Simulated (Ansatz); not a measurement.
Breaking a bond: H3BrSi, SMILES Br[SiH3], singlet. The Si1–Br5 bond (Si1 also carries H, H, H; Br5 carries nothing else) is stretched with both fragments frozen at the PBE0/def2-TZVP optimised geometry.

Level of theory: restricted PBE/cc-pVTZ in Ansatz (a quantum-chemistry and plane-wave program).

The batch members p0 to p7 hold the bond at 1.76, 1.89, 1.97, 2.09, 2.17, 2.22, 2.31, 2.44 Å.

Ansatz input:

Ansatz 0.2 input:
```yaml
# input.yaml
basis:
  gaussian: { orbitals: cc-pvtz }
hamiltonian:
  xc: pbe
batch:
  members: [p0.yaml, p1.yaml, p2.yaml, p3.yaml, p4.yaml, p5.yaml, p6.yaml, p7.yaml]

# p4.yaml, one of the 8 members of this batch
crystal:
  periodic: [false, false, false]
  atoms:
    - { symbol: Si, position_ang: [0.0, 0.0, 0.0] }
    - { symbol: H, position_ang: [-1.21661403, -0.70238318, -0.46758086] }
    - { symbol: H, position_ang: [0.0, 1.40489768, -0.46728436] }
    - { symbol: H, position_ang: [1.2166174, -0.70239029, -0.46755873] }
    - { symbol: Br, position_ang: [0.0, 0.0, 2.17] }
total_charge: 0
magnetization:
  spin_polarized: false
```

Lines of the output on each member:

```
Member 0: Total energy: -77957.02036840 eV, -2864.8676573724 hartree
Member 1: Total energy: -77959.00666633 eV, -2864.9406524748 hartree
Member 2: Total energy: -77959.71420393 eV, -2864.9666540022 hartree
Member 3: Total energy: -77960.29424870 eV, -2864.9879702545 hartree
Member 4: Total energy: -77960.45802775 eV, -2864.9939890232 hartree
Member 5: Total energy: -77960.49588834 eV, -2864.9953803745 hartree
Member 6: Total energy: -77960.47139646 eV, -2864.9944803146 hartree
Member 7: Total energy: -77960.29148589 eV, -2864.9878687230 hartree
```

The restricted form behind RKS-PBE keeps the bonding electrons paired and can't separate into open-shell fragments.
